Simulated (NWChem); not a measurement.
All runs are NWChem calculations. System: tin monoxide (OSn), charge 0, spin multiplicity 1, at a geometry optimised with PBE0/def2-SVP with def2 effective core potentials on Sn. Level: MP2/def2-TZVP with def2 effective core potentials on Sn, 5 core orbitals frozen.

Input file:

```
start mol
memory heap 200 mb stack 900 mb global 1100 mb
geometry units angstroms nocenter noautoz
  Sn     0.000000     0.000000     0.253566
  O      0.000000     0.000000    -1.584789
  symmetry group C2v
end
basis spherical
  * library def2-tzvp
end
ecp
  Sn library def2-ecp
end
scf
  rhf
  nopen 0
  maxiter 100
  thresh 1e-7
  semidirect memsize 60000000 filesize 0
end
mp2
  freeze core 5
end
task mp2 energy
```

Output (cleaned and shortened):

```
             Northwest Computational Chemistry Package (NWChem) 7.3.0
             --------------------------------------------------------

                                NWChem Input Module
                                -------------------

 Scaling coordinates for geometry "geometry" by  1.889725989
 (inverse scale =  0.529177249)

 Turning off AUTOSYM since
 SYMMETRY directive was detected!

                             Geometry "geometry" -> ""
                             -------------------------

 Output coordinates in angstroms (scale by  1.889725989 to convert to a.u.)

  No.       Tag          Charge          X              Y              Z
 ---- ---------------- ---------- -------------- -------------- --------------
    1 Sn                  50.0000     0.00000000     0.00000000     0.25356600
    2 O                    8.0000     0.00000000     0.00000000    -1.58478900

 Effective nuclear repulsion energy (a.u.)     115.1414713697

            Nuclear Dipole moment (a.u.)
            ----------------------------
        X                 Y               Z
 ---------------- ---------------- ----------------
     0.0000000000     0.0000000000    -0.0000226767

      Symmetry information
      --------------------

 Group name             C2v
 Group number             16
 Group order               4
 No. of unique centers     2

      Symmetry unique atoms

     1    2


 Summary of "ao basis" -> "" (spherical)
 ------------------------------------------------------------------------------
       Tag                 Description            Shells   Functions and Types
 ---------------- ------------------------------  ------  ---------------------
 *                         def2-tzvp                  on all atoms

 Summary of "ao basis" -> "ao basis" (spherical)
 ------------------------------------------------------------------------------
       Tag                 Description            Shells   Functions and Types
 ---------------- ------------------------------  ------  ---------------------
 Sn                        def2-tzvp                16       50   6s5p3d2f
 O                         def2-tzvp                11       31   5s3p2d1f

                                 NWChem SCF Module
                                 -----------------

  ao basis        = "ao basis"
  functions       =    81
  atoms           =     2
  closed shells   =    15
  open shells     =     0
  charge          =   0.00
  wavefunction    = RHF
  use symmetry    = T
  symmetry adapt  = T

 Summary of "ao basis" -> "ao basis" (spherical)
 ------------------------------------------------------------------------------
       Tag                 Description            Shells   Functions and Types
 ---------------- ------------------------------  ------  ---------------------
 Sn                        def2-tzvp                16       50   6s5p3d2f
 O                         def2-tzvp                11       31   5s3p2d1f

      Symmetry analysis of basis
      --------------------------

        a1         35
        a2          8
        b1         19
        b2         19

 Forming initial guess at       0.1s

      Superposition of Atomic Density Guess
      -------------------------------------

 Sum of atomic energies:        -323.89641094

      Non-variational initial energy
      ------------------------------

 Total energy =    -287.931784
 1-e energy   =    -580.096242
 2-e energy   =     241.502211
 HOMO         =      -0.341840
 LUMO         =      -0.048453
[...]
    15      0.244530  1 Sn pz                 2      0.230265  1 Sn s
    64     -0.212742  2 O  pz                 3     -0.182463  1 Sn s

 Vector   16  Occ=0.000000D+00  E= 8.320388D-03  Symmetry=b1
              MO Center= -1.3D-15,  5.6D-31,  3.7D-01, r^2= 5.0D+00
   Bfn.  Coefficient  Atom+Function         Bfn.  Coefficient  Atom+Function
  ----- ------------  ---------------      ----- ------------  ---------------
    19      0.640101  1 Sn px                16      0.301117  1 Sn px
    10     -0.249022  1 Sn px                62     -0.214657  2 O  px
    13      0.213108  1 Sn px                56     -0.163869  2 O  px

 Vector   17  Occ=0.000000D+00  E= 8.320388D-03  Symmetry=b2
              MO Center= -1.4D-30,  3.6D-15,  3.7D-01, r^2= 5.0D+00
   Bfn.  Coefficient  Atom+Function         Bfn.  Coefficient  Atom+Function
  ----- ------------  ---------------      ----- ------------  ---------------
    20      0.640101  1 Sn py                17      0.301117  1 Sn py
    11     -0.249022  1 Sn py                63     -0.214657  2 O  py
    14      0.213108  1 Sn py                57     -0.163869  2 O  py

 Vector   18  Occ=0.000000D+00  E= 8.972864D-02  Symmetry=a1
              MO Center=  4.0D-16,  1.3D-15,  7.6D-01, r^2= 8.3D+00
   Bfn.  Coefficient  Atom+Function         Bfn.  Coefficient  Atom+Function
  ----- ------------  ---------------      ----- ------------  ---------------
    21      1.269379  1 Sn pz                18     -0.604702  1 Sn pz
    34      0.329212  1 Sn d  0              64     -0.181233  2 O  pz
     5     -0.160758  1 Sn s

 center of mass
 --------------
 x =   0.00000000 y =   0.00000000 z =   0.06417789

 moments of inertia (a.u.)
 ------------------
         169.976453285028           0.000000000000           0.000000000000
           0.000000000000         169.976453285028           0.000000000000
           0.000000000000           0.000000000000           0.000000000000

  Mulliken analysis of the total density
  --------------------------------------

    Atom       Charge   Shell Charges
 -----------   ------   -------------------------------------------------------
    1 Sn  22    21.18   0.29 -0.77  1.53  0.95  1.04  0.80 -0.40  6.36  0.48  0.60  0.12  8.96  1.05  0.12  0.04  0.01
    2 O    8     8.82   0.79  1.18  0.59  0.97  0.37  1.74  1.97  1.19  0.00  0.02  0.00

       Multipole analysis of the density wrt the origin
       ------------------------------------------------

     L   x y z        total         open         nuclear
     -   - - -        -----         ----         -------
     0   0 0 0      0.000000      0.000000     30.000000

     1   1 0 0     -0.000000      0.000000      0.000000
     1   0 1 0      0.000000      0.000000      0.000000
     1   0 0 1      2.108477      0.000000    -13.416790

     2   2 0 0    -19.705133      0.000000      0.000000
     2   1 1 0      0.000000      0.000000      0.000000
     2   1 0 1     -0.000000      0.000000      0.000000
     2   0 2 0    -19.705133      0.000000      0.000000
     2   0 1 1      0.000000      0.000000      0.000000
     2   0 0 2    -29.284652      0.000000     76.802720

                   NWChem MP2 Semi-direct Energy/Gradient Module
                   ---------------------------------------------

  Basis functions       =     81
  Molecular orbitals    =     81
  Frozen core           =      5
  Frozen virtuals       =      0
  Active alpha occupied =     10
  Active beta occupied  =     10
  Active alpha virtual  =     66
  Active beta virtual   =     66
  Use MO symmetry       = T
  Use skeleton AO sym   = T

  AO/Fock/Back tols     =   1.0D-09  1.0D-09  1.0D-09

 GA uses MA = F    GA memory limited = T

 Available:
  local mem=  1.26D+08
 global mem=  1.44D+08
 local disk=  0.00D+00
  mp2_memr nvloc                    66
  nvloc new                    66
   1 passes of  10:        5242880                      46371                   7438938.
   1 passes of  10: M    126140955           G      144166078           F     120898075.

 Semi-direct pass number   1 of   1  for RHF alpha+beta  at        1.0s
  vrange nnbf                  3310
  mp2_eaftype                    28  avail_ma_in_mb                  1099
 EAF : mp2_eaftype filesize          28    3719469.
  mp2_eaf for mointskh                     28
Node 0 wrote     17.5 Mb in      0.0 s     Agg I/O rate:  2074.6 Mb/s
 Done moints_semi at        2.4s
  mp2_eaftype                    28  avail_ma_in_mb                  1071
 EAF : mp2_eaftype filesize          28    3719469.
  mp2_eaf for kh                    28
 Done maket at        2.5s
 Done multipass loop at        2.5s

          -------------------------------------------
          SCF energy                -288.217214788753
          Correlation energy          -0.568734955984
          Singlet pairs               -0.300515911343
          Triplet pairs               -0.268219044641
          Total MP2 energy          -288.785949744737
          -------------------------------------------

          ---------------------------------------------------
                    Spin Component Scaled (SCS) MP2
          Same spin pairs                     -0.178812696428
          Same spin scaling factor             0.333333333333
          Opposite spin pairs                 -0.389922259557
          Opposite spin scaling fact.          1.200000000000
          SCS-MP2 correlation energy          -0.527510943610
          Total SCS-MP2 energy              -288.744725732363
          ---------------------------------------------------

 -----------------------
 Performance information
 -----------------------

 Timer overhead =  9.62D-08 seconds/call

               Nr. of calls         CPU time (s)                 Wall time (s)                GFlops
             ---------------    -------------------     ------------------------------   -------------------
Name         Min   Avg   Max    Min     Avg     Max     Min     Avg     Max   Mx/calls   Min     Max     Sum
mp2: moin     1     1     1    1.5     1.5     1.5      1.5     1.5     1.5     1.5      0.0     0.0     0.0
mp2: make     1     1     1   6.30E-2 6.30E-2 6.30E-2  6.30E-2 6.30E-2 6.30E-2 6.30E-2   0.0     0.0     0.0
mp2: tota     1     1     1    1.6     1.6     1.6      1.6     1.6     1.6     1.6      0.0     0.0     0.0

 The average no. of pstat calls per process was 3.00D+00
 with a timing overhead of 2.89D-07s

 Task  times  cpu:        2.5s     wall:        2.5s

 Total times  cpu:        2.5s     wall:        2.5s
```
